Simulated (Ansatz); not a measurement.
Species: tetrasiletane, Si4H8, charge 0, multiplicity 1. SMILES: [SiH2]1[SiH2][SiH2][SiH2]1
Structure (B3LYP-D3(BJ)/def2-TZVP (Ansatz, a quantum-chemistry and plane-wave program) minimum search):
```xyz
12

Si     0.3520     0.4396     1.5510
Si     1.5059     0.4417    -0.5098
Si    -0.5752     0.0254    -1.5464
Si    -1.2827    -0.9067     0.5052
H      1.0350    -0.0544     2.7713
H     -0.2041     1.7910     1.8184
H      2.3671    -0.7650    -0.6063
H      2.2946     1.6338    -0.9053
H     -0.6266    -0.7967    -2.7797
H     -1.2835     1.3088    -1.7876
H     -0.8794    -2.3348     0.5755
H     -2.7031    -0.7827     0.9138
```
Charge 0, spin multiplicity 1.

Computed values are from Ansatz. Correlated levels leave the core frozen unless marked. UHF or UKS for open shells. Spin-orbit coupling is left out. Non-relativistic. Basis-set limits of correlation are two-point, X^-3; Hartree-Fock from the larger set.

atomisation energy De: 3501.2 kJ/mol at CCSD(T)/CBS(aug-cc-pV(T+d)Z,aug-cc-pV(Q+d)Z)
total energy: -1161.0911 Eh at CCSD(T)/CBS(aug-cc-pV(T+d)Z,aug-cc-pV(Q+d)Z)
dipole moment: 0.00 D at CCSD(T)/aug-cc-pV(D+d)Z
T1 diagnostic: 0.015 at CCSD/aug-cc-pV(Q+d)Z
